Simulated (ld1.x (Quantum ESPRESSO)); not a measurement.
**Transferability test, TM potential for thulium (Tm)**

- Element: thulium
- Generator: ld1.x (Quantum ESPRESSO) 7.5
- Type: norm-conserving Troullier–Martins (Kleinman–Bylander form)
- Functional: PBE
- Relativity: fully relativistic
- Frozen core: [Kr] 4d10
- Valence charge: 23
- Reference configuration: 4f12 5s2 5p6 5d1 6s2 6p0
- Partial waves: 5s (bound): rc 1.80 bohr; 5d (bound): rc 2.90 bohr; 4f (bound): rc 0.65 bohr; 5p (bound): rc 1.50 bohr
- Local potential: the p channel
- Core correction: none

Open shells are filled in proportion to 2j + 1 (rel_dist='average').

Occupied shells without a wave of their own: 6s. They enter only through the test configuration that unscreens the potential.

Energies are relative to the spin-unpolarised reference configuration 4f12 5s2 5p6 5d1 6s2 6p0; without spin polarisation the order of configurations can differ from experiment. Not all tests gave a result: 3 of 7 tests not solved or not reliable. Left out of the table: 4f13 5s2 5p6 5d0 6s2 6p0 (solver errors, printed error -191 meV); 4f13 5s2 5p6 5d0 6s0 6p2 (solver errors, printed error -5780 eV); 4f13 5s2 5p6 5d0 6s0 6p1 (solver errors, printed error -9.5 eV). The p channel is local and has no spin–orbit splitting in the pseudo-atom.

```
       valence configuration  charge  ΔE all-electron (eV)  error AE − PS (meV)
    4f13 5s2 5p6 5d0 6s0 6p0      +2                13.707                -1214
4f13 5s2 5p6 5d0.5 6s1.5 6p0       0                -3.310                 -278
```

What are ΔE and the potential's error for 4f12 5s2 5p6 5d0 6s0 6p0?

ΔE = 40.036 eV all-electron; the error (AE − PS) is -1779 meV.

What are ΔE and the potential's error for 4f13 5s2 5p6 5d0 6s1 6p0?

ΔE = 1.606 eV all-electron; the error (AE − PS) is -578 meV.

Levels in the configuration 4f13 5s2 5p6 5d0.5 6s1.5 6p0:

```
   level  all-electron (eV)  pseudo (eV)
4f j=5/2             -3.537       -3.393
4f j=7/2             -2.342       -2.243
5s j=1/2            -53.009      -53.101
5p j=1/2            -30.735      -27.051
5p j=3/2            -25.046      -27.051
5d j=3/2             -0.850       -0.960
5d j=5/2             -0.682       -0.777
6s j=1/2             -3.849       -4.125
```

These tests converged, but a pseudo level misses the all-electron one widely, so the file describes the atom poorly there or has found another state: 4f13 5s2 5p6 5d0 6s1 6p0: 5p by 3.5 eV; 4f13 5s2 5p6 5d0 6s0 6p0: 5p by 3.2 eV; 4f13 5s2 5p6 5d0.5 6s1.5 6p0: 5p by 3.7 eV. The 6s level has no wave, so the channel is fitted at the deeper level alone: the likely source of the large errors.

A Bessel basis up to 400 Ry misses an occupied level by 1.23 Ry, so cutoffs and ghosts were not judged. The potential misses its own reference levels by up to 4.2 eV, so it is not fit for use.
